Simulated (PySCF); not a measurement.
Os(O)3(OH)2 (H2O5Os), SMILES [O]=[Os](=[O])([OH])(=[O])[OH], multiplicity 1.

Geometry: B3LYP-D3(BJ)/def2-SVP. The spin state was assumed, not searched. The def2 effective core potentials stand for the cores of Os; spin–orbit coupling is left out. One conformer was computed; it need not be the lowest.

All values below come from PySCF with TDA-CAM-B3LYP/def2-SVPD.

Vertical excitations.  State labels are in the subgroup C2.

Computed UV-visible absorptions:
```json
[
 {"state": "S1", "symmetry": "A", "energy (eV)": "2.80", "λ (nm)": "442", "f": "0.000", "main pairs": "HOMO−1→LUMO 91 %"},
 {"state": "S2", "symmetry": "B", "energy (eV)": "3.07", "λ (nm)": "404", "f": "0.000", "main pairs": "HOMO−3→LUMO 87 %"},
 {"state": "S3", "symmetry": "B", "energy (eV)": "3.26", "λ (nm)": "381", "f": "0.007", "main pairs": "HOMO→LUMO 58 %, HOMO−2→LUMO 35 %"},
 {"state": "S4", "symmetry": "A", "energy (eV)": "3.38", "λ (nm)": "367", "f": "0.000", "main pairs": "HOMO→LUMO+1 59 %, HOMO−2→LUMO+1 35 %"},
 {"state": "S5", "symmetry": "B", "energy (eV)": "3.56", "λ (nm)": "348", "f": "0.012", "main pairs": "HOMO−2→LUMO 54 %, HOMO→LUMO 19 %, HOMO−4→LUMO 11 %"},
 {"state": "S6", "symmetry": "A", "energy (eV)": "3.65", "λ (nm)": "339", "f": "0.000", "main pairs": "HOMO−4→LUMO+1 50 %, HOMO−3→LUMO+1 40 %"},
 {"state": "S7", "symmetry": "B", "energy (eV)": "3.80", "λ (nm)": "326", "f": "0.031", "main pairs": "HOMO−1→LUMO+1 49 %, HOMO−4→LUMO 31 %"},
 {"state": "S8", "symmetry": "B", "energy (eV)": "3.92", "λ (nm)": "317", "f": "0.014", "main pairs": "HOMO−4→LUMO 42 %, HOMO−1→LUMO+1 27 %"},
 {"state": "S9", "symmetry": "A", "energy (eV)": "3.96", "λ (nm)": "313", "f": "0.007", "main pairs": "HOMO−2→LUMO+1 45 %, HOMO→LUMO+1 18 %, HOMO−5→LUMO 12 %, HOMO−7→LUMO+1 10 %"},
 {"state": "S10", "symmetry": "A", "energy (eV)": "4.10", "λ (nm)": "302", "f": "0.001", "main pairs": "HOMO−6→LUMO 64 %, HOMO−5→LUMO 16 %"},
 {"state": "T1", "symmetry": "B", "energy (eV)": "1.50", "λ (nm)": "827", "f": "0", "main pairs": "HOMO→LUMO 83 %"},
 {"state": "T2", "symmetry": "A", "energy (eV)": "2.37", "λ (nm)": "523", "f": "0", "main pairs": "HOMO→LUMO+1 64 %, HOMO−2→LUMO+1 22 %"},
 {"state": "T3", "symmetry": "A", "energy (eV)": "2.44", "λ (nm)": "508", "f": "0", "main pairs": "HOMO−1→LUMO 77 %, HOMO−6→LUMO 12 %"},
 {"state": "T4", "symmetry": "B", "energy (eV)": "2.49", "λ (nm)": "498", "f": "0", "main pairs": "HOMO−3→LUMO 82 %"}
]
```
Triplets are in the Tamm–Dancoff approximation.
